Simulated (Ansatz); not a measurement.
Cost and result for the atomization energy of `[OH][In]([OH])[O][SiH3]` (10 atoms, 9 bonds).

```xyz
10

O    -2.2216   -0.2650   -0.7025
In   -0.4639   -1.1346   -0.4816
O    -0.1283   -3.0044   -0.9623
O     1.0334   -0.0896    0.2543
Si    1.1922    1.4441    0.7789
H    -2.2034    0.6524   -0.4156
H    -0.9167   -3.4286   -1.3119
H    -0.0998    2.1902    0.6512
H     1.5919    1.4684    2.2116
H     2.2162    2.1672   -0.0220
```

Charge 0, multiplicity 1. Correlated methods include outer-core shells of In, which these sets cover unevenly. In takes the def2 core potential. Geometry: relaxed with PBE0-D4/def2-TZVP. It is one conformer, not always the lowest. Program: Ansatz. All runs use 4 threads of an Arm Neoverse V1 on a shared host. Times are those of one run each, without the atoms' runs, and a repeat can differ threefold. Electronic energies, without spin–orbit coupling; frozen cores. CCSD(T)/CBS adds CCSD(T) − MP2 in def2-TZVPP to the MP2 limit, and its time is that of the two runs behind it. T1 = 0.016. With those shells the extrapolation isn't a true limit. B3LYP takes the VWN-RPA correlation (the form of Gaussian; ORCA's B3LYP/G). HSE06 is the plane-wave form, built on full-range PBE exchange.

CCSD(T)/CBS is a level of theory with its own doubt, some kJ/mol a heavy atom from the limit and from the frozen cores, so smaller differences don't rank the functionals.

```
                             level  functions  wall time
              revPBE-D4/def2-TZVPP        255      2.2 s
   PBE-D4/def2-TZVPP (with forces)        255      2.7 s
                PBE0-D4/def2-TZVPP        255      3.6 s
               HSE06-D4/def2-TZVPP        255        4 s
r2SCAN-D4/def2-TZVPP (with forces)        255      5.5 s
 B3LYP-D4/def2-TZVPP (with forces)        255      5.5 s
               PBE-QIDH/def2-TZVPP        255        7 s
                  CCSD(T)/def2-SVP        111        9 s
                 B97M-V/def2-TZVPP        255       10 s
  ωB97M-V/def2-TZVPP (with forces)        255       14 s
                    MP2/def2-QZVPP        473       23 s
                CCSD(T)/def2-TZVPP        255    4.8 min
                 CCSD(T)/CBS(def2)          –    5.2 min
```

Problem. What atomization energy does each give, and how far from CCSD(T)/CBS? (Best estimate.)

Solution. Ansatz gave: 
| level | atomization (kcal/mol) | difference from CCSD(T)/CBS | per bond |
| --- | --- | --- | --- |
| revPBE-D4/def2-TZVPP | 761.9 | -30.9 | -3.4 |
| PBE-D4/def2-TZVPP (with forces) | 786.1 | -6.7 | -0.7 |
| PBE0-D4/def2-TZVPP | 764.0 | -28.8 | -3.2 |
| HSE06-D4/def2-TZVPP | 764.5 | -28.3 | -3.1 |
| r2SCAN-D4/def2-TZVPP (with forces) | 781.1 | -11.7 | -1.3 |
| B3LYP-D4/def2-TZVPP (with forces) | 772.1 | -20.7 | -2.3 |
| PBE-QIDH/def2-TZVPP | 765.8 | -27.0 | -3.0 |
| CCSD(T)/def2-SVP | 715.8 | -77.0 | -8.6 |
| B97M-V/def2-TZVPP | 780.2 | -12.6 | -1.4 |
| ωB97M-V/def2-TZVPP (with forces) | 782.4 | -10.4 | -1.2 |
| MP2/def2-QZVPP | 800.4 | 7.6 | 0.8 |
| CCSD(T)/def2-TZVPP | 763.5 | -29.3 | -3.3 |
| CCSD(T)/CBS(def2) | 792.8 | 0.0 | 0.0 |

From r2SCAN to r2SCAN0 (25 % exact exchange), in def2-TZVPP and without D4, the atomization energy moves by −22.8 kcal/mol: exact exchange takes away binding that semilocal exchange gives to molecules. In def2-TZVPP, CCSD(T) changes the Hartree–Fock value by +236.1 kcal/mol (the triples alone add +14.8 kcal/mol) and MP2 by +255.2 kcal/mol; breaking electron pairs costs correlation energy, which Hartree–Fock lacks. The D4 term adds +7.4 kcal/mol with B3LYP and +3.9 kcal/mol with PBE0; it sums over pairs of atoms, weighted by their polarisabilities, and B3LYP, whose exchange is more repulsive, gets the larger term.

Spin–orbit coupling would lower the free In atoms strongly, and the atomization energy with them, by more than many differences here.
